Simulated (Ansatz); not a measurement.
**Telling isomers of C2H5InO apart by their spectra**

These gas-phase data were calculated for one isomer of C2H5InO at B3LYP-D3(BJ)/def2-SVP (harmonic, unscaled wavenumbers; equilibrium rotational constants with average atomic masses):

- rotational constants: 9.312, 2.256, 1.891 GHz
- all wavenumbers above 1500 cm⁻¹: 3812, 3090, 3072, 3012, 2975

Candidates:

(1) `OC[CH2][In]`, a singlet
(2) `CC[O][In]`, a singlet

**Question.** Which candidate do the data belong to?

**Answer.** Candidate (1). The band at 3812 cm⁻¹ lies where the O–H stretch is expected; (2) has no mode between 3300 and 4000 cm⁻¹.

The same quantities for all candidates:

|  | rotational constants (GHz) | wavenumbers above 1500 cm⁻¹ | E above the lowest, B3LYP-D3(BJ)/def2-SVP (kcal/mol) |
| --- | --- | --- | --- |
| (1) | 9.312, 2.256, 1.891 | 3812, 3090, 3072, 3012, 2975 | 29.2 |
| (2) | 15.67, 1.592, 1.472 | 3101, 3098, 3014, 2964, 2939 | 0.0 |

Each candidate is one conformer. Atoms past krypton carry core potentials. Programs: Ansatz 0.2.0.
